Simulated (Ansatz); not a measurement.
Calculated with Ansatz (gas phase, PBE0-D4/def2-TZVP geometries, no zero-point term in ΔE). CCSD(T)/CBS is the MP2 limit (def2-TZVPP, def2-QZVPP) plus CCSD(T) − MP2 in def2-TZVPP, frozen cores. This one scheme is used for every species. DFT in def2-TZVPP. B3LYP here is the variant with VWN-RPA as its local correlation; programs differ in this. def2 core potentials past Kr. For Br, Sn outer-core shells are correlated without core-valence functions, which leaves a few kJ/mol of doubt a bond. Scalar relativity is left out up to krypton. Each species was taken in one conformer, which may not be the lowest.

Consider the ligand exchange at the Sn–C bond: `C[CH2][Sn][CH2]C` + HBr → `C[CH2][Sn][Br]` + `CC`.

Question: Is it downhill or uphill in electronic energy at CCSD(T)/CBS, and by how much? (Best estimate.)

Answer: Computed: Downhill: ΔE = -194.1 kJ/mol.

Question: What do these levels give: PBE-QIDH, B3LYP, r2SCANh, CAM-B3LYP, MP2/def2-TZVPP, MP2/def2-QZVPP? (Estimate.)

Answer: Ansatz gave: PBE-QIDH -199.1, B3LYP -210.6, r2SCANh -205.5, CAM-B3LYP -204.7, MP2/def2-TZVPP -188.6, MP2/def2-QZVPP -194.1 kJ/mol.

Largest T1 diagnostic among the species: 0.012.

At CCSD(T), def2-SVP lies +3.0 kJ/mol from the extrapolated value and def2-TZVPP +9.7 kJ/mol. Leaving LDA and LC-ωPBE aside and taking each functional with its dispersion term where it has one, the values, not all of them listed here, spread over 17.9 kJ/mol, from BHLYP-D4 to revPBE-D4. LDA lies +11.9 kJ/mol from PBE without D4. From BLYP to BHLYP (50 % exact exchange), in def2-TZVPP and without D4, ΔE moves by −3.8 kJ/mol.
